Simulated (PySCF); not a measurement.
Here is a job for PySCF.
```python
from pyscf import gto, scf, mp

mol = gto.M(
    atom='''
O    -1.61038921   -0.05734526   -0.06614538
C    -0.58674147    0.48825900    0.14288258
S     1.02522266   -0.15442449   -0.02050827
''',
    basis='6-31g*',
    spin=2,
    verbose=4,
)

mf = scf.UHF(mol)
mf.kernel()

pt = mp.MP2(mf, frozen=7)
pt.kernel()
print('E(MP2) = %.10f' % pt.e_tot)
```

Q: Give the MP2 correlation energy at the level PySCF with MP2/6-31G*.

A: -0.3790 Eh

Q: Predict the SCF-reference <S^2> from MP2/6-31G*.

A: 2.020

Q: Give the SCF-reference Mulliken (on the basis functions themselves) charges in atom order at the level MP2/6-31G*.

A: O1 -0.38, C2 0.22, S3 0.16

Q: Estimate the number of basis functions that MP2/6-31G* returns for this input.

A: 46

Q: Give the SCF-reference HOMO energy at the level MP2/6-31G*.

A: -10.34 eV

These values belong to the state on which the SCF converged, which isn't shown to be the lowest.
